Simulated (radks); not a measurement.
Task: Coherent X-ray form factor from a spherical all-electron density. Method: scalar-relativistic Kohn-Sham, r2SCAN, spin-unpolarised, spherical densities, finite nucleus; meta-GGA in the generalised Kohn-Sham scheme; Fermi nuclear charge, rms radius of each element as measured or else 0.836 A^(1/3) + 0.57 fm; computed with a radial shooting solver on a logarithmic mesh with Libxc functionals.

sin(theta)/lambda (1/angstrom)  f0 (electrons)
0.05                                     1.991
0.1                                      1.966
0.15                                     1.925
0.2                                      1.869
0.25                                     1.801
0.3                                      1.724
0.4                                      1.548
0.5                                      1.361
0.6                                      1.177
0.8                                      0.851
1                                        0.602
1.25                                     0.390
1.5                                      0.256
2                                        0.117

The species is in the configuration that NIST lists as its ground one. Which atom or ion scatters so?

Result: The beryllium ion Be2+, [He]. Extrapolating in s^2 from the first two rows gives f0(0) = 2.0, near the electron count 2; among species with that count, the fall with angle is slower the higher Z, and the table is that of Z = 4; from so few rows the species is fixed only to a neighbour or two.
